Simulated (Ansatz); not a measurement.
`[SiH3][SiH2][NH][GeH3]` + `OBCl` → `[SiH3][SiH2]OBCl` + `[NH2][GeH3]`  (ligand exchange at the Si–N bond)

Gas-phase electronic energies from Ansatz, PBE0-D4/def2-TZVP geometries. CCSD(T)/CBS adds triple-zeta CCSD(T) − MP2 to the extrapolated MP2 energy (def2 sets, frozen cores). This one scheme is used for every species. Functionals use def2-TZVPP. B3LYP here is the variant with VWN-RPA as its local correlation; programs differ in this. For Ge outer-core shells are correlated without core-valence functions, which leaves a few kJ/mol of doubt a bond. Scalar relativity is left out up to krypton. One conformer a species, not always the lowest.

```
             level  ΔE (kJ/mol)  difference from CCSD(T)/CBS
          B3LYP-D4        -25.2                         -2.0
              PBE0        -21.2                          2.0
             B3LYP        -27.7                         -4.5
     HF/def2-TZVPP        -32.2                         -9.0
    MP2/def2-TZVPP        -21.4                          1.8
SCS-MP2/def2-TZVPP        -24.2                         -1.0
    MP2/def2-QZVPP        -22.0                          1.2
SCS-MP2/def2-QZVPP        -24.7                         -1.5
     MP2/CBS(def2)        -21.9                          1.3
    CCSD/CBS(def2)        -24.5                         -1.3
       CCSD(T)/CBS        -23.2                            0
```

Largest T1 diagnostic among the species: 0.013.

In def2-TZVPP, CCSD(T) changes the Hartree–Fock value by +9.4 kJ/mol (the triples alone add +1.3 kJ/mol) and MP2 by +10.8 kJ/mol.
